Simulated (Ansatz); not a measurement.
The cluster As₄P. Charge 0, multiplicity 4. Geometry B3LYP-D4/def2-SVP; atoms count from 1.

```xyz
5

P     0.366   -0.188   -1.619
As    1.497    0.915    0.138
As   -1.995   -0.364    1.451
As    1.131   -1.502    0.156
As   -0.999    1.138   -0.127
```

At PBE0-D4/def2-TZVP a doublet of charge 0 lies 1.50 eV below the quartet, each at its own geometry. The structure comes from a short search, and lower isomers may exist.

**Question.** Estimate the Mulliken populations from the PBE0/def2-TZVP orbitals of Ansatz.

**Answer.** 
| atom | charge (e) | spin (α − β) |
| --- | --- | --- |
| P1 | -0.09 | 0.11 |
| As2 | 0.06 | 0.12 |
| As3 | -0.04 | 1.85 |
| As4 | 0.02 | 0.91 |
| As5 | 0.05 | 0.01 |
Mulliken values depend strongly on the basis.

**Question.** Where does the spin sit?

**Answer.** Summed by element: P 0.11, As 2.89, of 3 unpaired in all. Largest on single atoms: As3 1.85, As4 0.91, As2 0.12.

**Question.** And the Mayer bond orders between heavy atoms (over 0.3)?

**Answer.** P1–As2 1.01 (2.36 Å); P1–As4 1.10 (2.34 Å); P1–As5 0.91 (2.42 Å); As2–As4 1.05 (2.44 Å); As2–As5 0.88 (2.52 Å); As3–As5 1.19 (2.39 Å).
